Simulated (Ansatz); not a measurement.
Spectroscopic constants of LiAl, closed-shell singlet (the spin of the measured ground state).

The constants come from a fifth-degree fit in 1/R (seven points, main isotopes). Runs in def2 and cc sets follow the lowest solution found near the PBE0 minimum. The singlet is held restricted. HF and MP2 rows in def2 and cc sets belong to the determinant that coupled cluster picked by its CCSD energy.

Correlated levels freeze the cores. CBS: X⁻³ extrapolation of the correlation energy, Hartree–Fock from the larger set.

Run with Ansatz (a program for electronic structure). Values without a source in brackets are computed.

Task: What bond length and harmonic frequency does HF/aug-cc-pV(5+d)Z give?

Result: r_e = 2.921 Å, ω_e = 314 cm⁻¹.

Task: What bond length and harmonic frequency does MP2/aug-cc-pV(T+d)Z give?

Result: r_e = 2.892 Å, ω_e = 316 cm⁻¹.

Task: What bond length and harmonic frequency does CCSD(T)/CBS(aug-cc-pV(Q+d)Z, aug-cc-pV(5+d)Z) give?

Result: r_e = 2.857 Å, ω_e = 313 cm⁻¹.

Measured for the ground state: ω_e 318.3 cm-1, ω_e x_e 4.06 cm-1 [NIST CCCBDB].

Doubts at one or more of the structures used: a restricted determinant that unrestricted orbitals would lower (HF/aug-cc-pV(5+d)Z, MP2/aug-cc-pV(T+d)Z, CCSD(T)/CBS(aug-cc-pV(Q+d)Z, aug-cc-pV(5+d)Z)).
